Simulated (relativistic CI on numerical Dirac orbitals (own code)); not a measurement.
**Energy levels of Os XXXII**

Computed by Dirac-Coulomb-Breit CI, separate exchange-only KLI orbitals for each configuration, a model potential for QED, unscaled Slater integrals (own radial code, finite nucleus).

Configurations in the expansion (outside the closed core [Ar] 3d10): 4s²4p⁶4d⁹, 4s²4p⁵4d¹⁰, 4s²4p⁶4d⁸4f, 4s4p⁶4d¹⁰, 4s²4p⁵4d⁹4f, 4s4p⁶4d⁹4f, 4s²4p⁶4d⁸5s, 4s²4p⁶4d⁷4f5s, 4s²4p⁶4d⁸5p, 4s²4p⁶4d⁸5d, 4s²4p⁵4d⁹5s, 4s²4p⁶4d⁷5s², 4s²4p⁶4d⁶4f5s², 4s²4p⁵4d⁷4f5s², 4s4p⁶4d⁷4f5s². Double excitations out of closed p, d and f shells are left out; levels of such configurations are missing from the list, as are those of other unlisted configurations, and high levels can miss mixing partners.

The lowest level is 4s²4p⁶4d⁹ ²D5/2, with 100 % of that term; Hund's rules for 4s²4p⁶4d⁹ give ²D with J = 5/2, in agreement.

```
No.  Configuration  Term     J  E (cm⁻¹)    %  Landé g
  1      4s²4p⁶4d⁹    ²D   5/2         0  100    1.196
  2      4s²4p⁶4d⁹    ²D   3/2    155056  100    0.795
  3     4s²4p⁵4d¹⁰   ²P°   3/2   1544240   74    1.344
  4      4d⁸(3F)4f   ⁴F°   5/2   1619772   32    1.139
  5      4d⁸(3F)4f   ⁴F°   7/2   1627913   52    1.212
  6      4d⁸(3F)4f   ⁴D°   3/2   1637802   29    1.332
  7      4d⁸(3F)4f   ⁴F°   9/2   1652508   49    1.218
  8      4d⁸(1D)4f   ²F°   5/2   1653641   36    1.157
  9      4d⁸(3F)4f   ⁴I°  13/2   1656642   39    1.082
 10      4d⁸(3F)4f   ⁴H°  11/2   1669494   44    1.131
 11      4d⁸(1G)4f   ²P°   1/2   1675346   48    1.223
 12      4d⁸(3F)4f   ⁴I°  15/2   1676128   87    1.179
 13      4d⁸(3F)4f   ⁴D°   7/2   1678313   39    1.207
 14      4d⁸(3F)4f   ²G°   9/2   1686311   47    1.083
 15      4d⁸(1D)4f   ²D°   3/2   1686392   45    1.001
 16      4d⁸(3F)4f   ⁴H°  13/2   1692251   70    1.177
 17      4d⁸(1D)4f   ²H°   9/2   1707809   29    1.031
 18      4d⁸(1D)4f   ²G°   7/2   1711936   37    1.013
 19      4d⁸(3F)4f   ²H°  11/2   1714713   41    1.140
 20      4d⁸(1D)4f   ²P°   1/2   1715591   51    0.480
 21      4d⁸(1D)4f   ²D°   5/2   1736830   26    1.153
 22      4d⁸(3F)4f   ²P°   3/2   1742107   28    1.293
 23      4d⁸(1D)4f   ²G°   9/2   1742410   39    1.113
 24      4d⁸(3F)4f   ⁴G°   7/2   1758561   47    1.033
 25      4d⁸(3F)4f   ⁴G°  11/2   1759458   44    1.146
 26      4d⁸(3F)4f   ⁴F°   3/2   1759663   71    0.547
 27      4d⁸(1D)4f   ²P°   3/2   1769595   34    1.225
 28      4d⁸(3F)4f   ⁴F°   5/2   1769614   33    1.076
 29      4d⁸(3P)4f   ⁴G°   5/2   1778864   37    0.874
 30      4d⁸(3F)4f   ⁴D°   1/2   1781049   49    1.028
 31      4d⁸(3P)4f   ⁴F°   5/2   1786935   38    0.985
 32      4d⁸(3F)4f   ⁴D°   3/2   1800350   46    1.142
 33      4d⁸(3F)4f   ⁴I°  11/2   1803933   59    0.981
 34      4d⁸(3F)4f   ²G°   9/2   1805846   44    1.068
 35      4d⁸(1S)4f   ²F°   7/2   1811433   23    1.039
 36      4d⁸(1S)4f   ²F°   7/2   1814803   35    1.104
 37      4d⁸(3F)4f   ⁴P°   1/2   1820038   50    1.540
 38      4d⁸(1G)4f   ²K°  13/2   1821835   72    0.978
 39      4d⁸(3P)4f   ⁴F°   9/2   1824364   35    1.158
 40      4d⁸(1G)4f   ²D°   5/2   1832072   53    1.116
 41      4d⁸(3F)4f   ²I°  13/2   1835916   42    1.091
 42      4d⁸(3F)4f   ²G°   7/2   1836733   33    1.065
 43      4d⁸(3P)4f   ²G°   9/2   1838861   28    1.000
 44      4d⁸(1G)4f   ²D°   3/2   1841865   37    1.060
 45      4d⁸(3F)4f   ²S°   1/2   1844568   38    0.947
```

Energies count from the lowest computed level; ° marks odd parity. Percentages are summed over parent terms; the parents shown are those of the largest component, closed shells are left out there.

The mean weight of the leading LS term, summed over parents, in these 45 levels is 46 %, and that of the leading jj configuration (from the same eigenvectors) 79 %, so jj coupling describes them better and the LS labels are nominal.

At this charge energies of transitions that change n are usually good to better than 1 %, and those within a shell (Δn = 0) to a few per cent.

LS names give the leading component of a level, which can be under half, so a name can repeat, a term be missing and a line seem to break the LS rules.
